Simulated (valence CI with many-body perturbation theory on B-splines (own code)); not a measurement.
## E1 transitions of V¹⁰⁺

Level of theory: configuration interaction combined with many-body perturbation theory (CI+MBPT): three valence electrons over a frozen Dirac-Fock core [Ne], a basis of 11 s, 11 p, 9 d, 7 f, 5 g, 2 h, 1 i functions for each j, with the one-electron correlation potential Σ1, the two-electron term Σ2, the three-electron term Σ3, Breit, model QED; selected CI, second order for the rest, scaled by the run's own slope (own B-spline code, finite nucleus).

No measured spectrum was set against this ion. As an estimate, levels of excited configurations hold to 0.05 to 0.15 % of their energy, terms of the ground configuration to about 0.5 %.

Lines 51 to 100 of 262 in falling wavelength, among levels below 110.42 eV, chosen from the strongest by gf and those to the six lowest levels. Wavelengths and rates use the calculated energies, so an error of 200 cm⁻¹ moves a line at 42.59 nm by 0.085 % and its rate by three times that or more. Electric multipoles are in the length gauge, E1 and E2 with the static RPA response of the core. Weak lines are less certain than strong ones. Lines between different terms over intervals too small for the method are left out, as are lines whose strength nearly cancels. Where a level lies close to another of its J and parity, the split of strength between their lines is uncertain. The highest levels of a list are the least certain.

Names give the largest LS component (configuration and term), which can be under half, so a name can repeat, a term be missing and a line seem to break the LS rules; names also repeat where a configuration has a term twice. Letters in brackets count levels of one name in rising energy.

| λ vac (nm) | Upper | Lower | A (s⁻¹) | S (a.u.) |
| --- | --- | --- | --- | --- |
| 42.59 | 3p2 3d 4D_7/2 | 3s 3p 3d 4D°_7/2 | 1.04e+09 | 3.18e-01 |
| 42.05 | 3p2 3d 4D_5/2 | 3s 3p 3d 4P°_3/2 | 1.77e+09 | 3.89e-01 |
| 41.26 | 3p2 3d 4D_7/2 | 3s 3p 3d 4P°_5/2 | 3.46e+09 | 9.60e-01 |
| 39.46 | 3p2 3d 2D_5/2 [a] | 3s 3p 3d 2D°_5/2 [a] | 2.06e+09 | 3.75e-01 |
| 39.19 | 3p2 3d 4F_7/2 | 3s 3p 3d 4F°_9/2 | 1.76e+09 | 4.17e-01 |
| 39.13 | 3p2 3d 2D_3/2 [a] | 3s 3p 3d 2D°_3/2 [a] | 2.85e+09 | 3.37e-01 |
| 39.03 | 3p2 3d 4F_5/2 | 3s 3p 3d 4F°_7/2 | 2.46e+09 | 4.33e-01 |
| 38.92 | 3p2 3d 4F_3/2 | 3s 3p 3d 4F°_5/2 | 2.38e+09 | 2.77e-01 |
| 38.65 | 3p2 3d 4F_9/2 | 3s 3p 3d 4F°_9/2 | 8.00e+09 | 2.28e+00 |
| 38.62 | 3p2 3d 4F_3/2 | 3s 3p 3d 4F°_3/2 | 5.95e+09 | 6.77e-01 |
| 38.58 | 3p2 3d 4F_5/2 | 3s 3p 3d 4F°_5/2 | 5.00e+09 | 8.50e-01 |
| 38.57 | 3p2 3d 4F_7/2 | 3s 3p 3d 4F°_7/2 | 5.68e+09 | 1.29e+00 |
| 38.49 | 3p2 3d 4P_5/2 | 3s 3p 3d 2D°_5/2 [a] | 1.53e+09 | 2.58e-01 |
| 38.29 | 3p2 3d 4F_5/2 | 3s 3p 3d 4F°_3/2 | 1.24e+09 | 2.06e-01 |
| 38.14 | 3p2 3d 4F_7/2 | 3s 3p 3d 4F°_5/2 | 1.38e+09 | 3.02e-01 |
| 38.06 | 3p2 3d 4F_9/2 | 3s 3p 3d 4F°_7/2 | 1.04e+09 | 2.82e-01 |
| 37.96 | 3p2 3d 2P_3/2 [b] | 3s 3p 3d 2F°_5/2 [a] | 3.37e+09 | 3.64e-01 |
| 37.65 | 3p2 3d 2D_5/2 [a] | 3s 3p 3d 4D°_7/2 | 2.70e+09 | 4.26e-01 |
| 37.52 | 3p2 3d 2D_5/2 [b] | 3s 3p 3d 2F°_7/2 [a] | 7.98e+09 | 1.25e+00 |
| 37.30 | 3p3 2D°_3/2 | 3s 3p2 4P_5/2 | 9.56e+07 | 9.79e-03 |
| 37.16 | 3p2 3d 2D_3/2 [b] | 3s 3p 3d 2F°_5/2 [a] | 5.42e+09 | 5.49e-01 |
| 37.11 | 3p3 2D°_5/2 | 3s 3p2 4P_5/2 | 2.63e+07 | 3.97e-03 |
| 36.76 | 3p2 3d 4P_5/2 | 3s 3p 3d 4D°_7/2 | 6.78e+09 | 9.98e-01 |
| 36.73 | 3s 3p 3d 2F°_7/2 [b] | 3s2 3d 2D_5/2 | 1.55e+10 | 3.03e+00 |
| 36.69 | 3p2 3d 4P_3/2 | 3s 3p 3d 4D°_5/2 | 8.01e+09 | 7.82e-01 |
| 36.64 | 3p3 2P°_1/2 | 3s 3p2 2D_3/2 | 8.44e+09 | 4.10e-01 |
| 36.62 | 3p3 2P°_3/2 | 3s 3p2 2D_5/2 | 6.77e+09 | 6.57e-01 |
| 36.61 | 3p2 3d 2D_5/2 [a] | 3s 3p 3d 4P°_5/2 | 2.21e+09 | 3.21e-01 |
| 36.60 | 3p2 3d 4D_7/2 | 3s 3p 3d 4F°_9/2 | 6.34e+09 | 1.23e+00 |
| 36.60 | 3p3 2D°_3/2 | 3s 3p2 4P_3/2 | 1.59e+07 | 1.54e-03 |
| 36.59 | 3p2 3d 4P_1/2 | 3s 3p 3d 4D°_3/2 | 9.05e+09 | 4.38e-01 |
| 36.54 | 3p2 3d 2F_5/2 [b] | 3s 3p 3d 2F°_7/2 [a] | 9.41e+08 | 1.36e-01 |
| 36.52 | 3p3 2P°_3/2 | 3s 3p2 2D_3/2 | 7.33e+08 | 7.05e-02 |
| 36.51 | 3p2 3d 4P_1/2 | 3s 3p 3d 4P°_1/2 | 3.94e+09 | 1.89e-01 |
| 36.47 | 3p2 3d 2D_5/2 [b] | 3s 3p 3d 2F°_5/2 [a] | 1.07e+09 | 1.53e-01 |
| 36.45 | 3p2 3d 4D_5/2 | 3s 3p 3d 4F°_7/2 | 5.93e+09 | 8.50e-01 |
| 36.41 | 3p3 2D°_5/2 | 3s 3p2 4P_3/2 | 9.46e+05 | 1.35e-04 |
| 36.39 | 3s 3p 3d 2F°_5/2 [b] | 3s2 3d 2D_3/2 | 1.53e+10 | 2.19e+00 |
| 36.37 | 3s 3p 3d 4F°_3/2 | 3s 3p2 2D_3/2 | 1.52e+08 | 1.44e-02 |
| 36.37 | 3p2 3d 4D_1/2 | 3s 3p 3d 4F°_3/2 | 5.15e+09 | 2.45e-01 |
| 36.23 | 3p2 3d 2F_7/2 [b] | 3s 3p 3d 2F°_7/2 [a] | 6.24e+09 | 1.17e+00 |
| 36.11 | 3p2 3d 4D_3/2 | 3s 3p 3d 4F°_5/2 | 5.54e+09 | 5.14e-01 |
| 36.11 | 3s 3p 3d 4F°_5/2 | 3s 3p2 2D_3/2 | 7.93e+04 | 1.11e-05 |
| 36.10 | 3p3 2D°_3/2 | 3s 3p2 4P_1/2 | 3.36e+07 | 3.12e-03 |
| 36.07 | 3p2 3d 4D_7/2 | 3s 3p 3d 4F°_7/2 | 1.61e+09 | 2.99e-01 |
| 36.06 | 3p2 3d 4P_3/2 | 3s 3p 3d 4D°_1/2 | 1.76e+09 | 1.63e-01 |
| 36.05 | 3p2 3d 4D_5/2 | 3s 3p 3d 4F°_5/2 | 2.43e+09 | 3.38e-01 |
| 36.00 | 3p2 3d 4P_1/2 | 3s 3p 3d 4D°_1/2 | 3.50e+09 | 1.61e-01 |
| 35.98 | 3p2 3d 4P_5/2 | 3s 3p 3d 4P°_3/2 | 1.23e+09 | 1.69e-01 |
| 35.89 | 3p2 3d 4P_3/2 | 3s 3p 3d 4P°_3/2 | 3.02e+09 | 2.75e-01 |
